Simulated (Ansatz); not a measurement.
```yaml
crystal:
  periodic: [false, false, false]
  atoms:
    - {symbol: F, position_ang: [-0.302017, -0.235305, 2.197238]}
    - {symbol: C, position_ang: [0.102759, 0.820832, 1.459855]}
    - {symbol: F, position_ang: [-0.246333, 1.947254, 2.096933]}
    - {symbol: C, position_ang: [-0.617961, 0.784032, 0.102659]}
    - {symbol: F, position_ang: [-0.113375, 1.774223, -0.656743]}
    - {symbol: F, position_ang: [-1.923533, 1.040375, 0.306681]}
    - {symbol: C, position_ang: [-0.546803, -0.555341, -0.641679]}
    - {symbol: F, position_ang: [-1.263869, -0.433646, -1.790960]}
    - {symbol: C, position_ang: [0.854968, -1.036485, -1.018067]}
    - {symbol: F, position_ang: [1.497341, -0.180632, -1.801017]}
    - {symbol: F, position_ang: [0.768301, -2.199657, -1.654428]}
    - {symbol: F, position_ang: [1.588276, -1.224322, 0.087401]}
    - {symbol: H, position_ang: [1.188722, 0.792355, 1.348020]}
    - {symbol: D, position_ang: [-0.999176, -1.322784, -0.007193]}
basis:
  gaussian: {orbitals: "6-31++G**"}
hamiltonian: {xc: {name: PBE0-DH}}
```

```sh
$ ansatz run in.yaml --threads 4 --pin off --events-out ev --progress --plain --max-ram 46080MiB --backend cpu
```

It prints (some lines left out):

```
Error: YAML parse error: error: line 17 column 16: `D` is not an element symbol (H … Og, case-exact)
  --> <input>:17:16
   |
15 |     - {symbol: F, position_ang: [1.588276, -1.224322, 0.087401]}
16 |     - {symbol: H, position_ang: [1.188722, 0.792355, 1.348020]}
17 |     - {symbol: D, position_ang: [-0.999176, -1.322784, -0.007193]}
   |                ^ `D` is not an element symbol (H … Og, case-exact)
18 | basis:
19 |   gaussian: {orbitals: "6-31++G**"}
   |
```

Q: What is wrong with this run?

A: An element symbol is wrong. The input was rejected before any iteration.
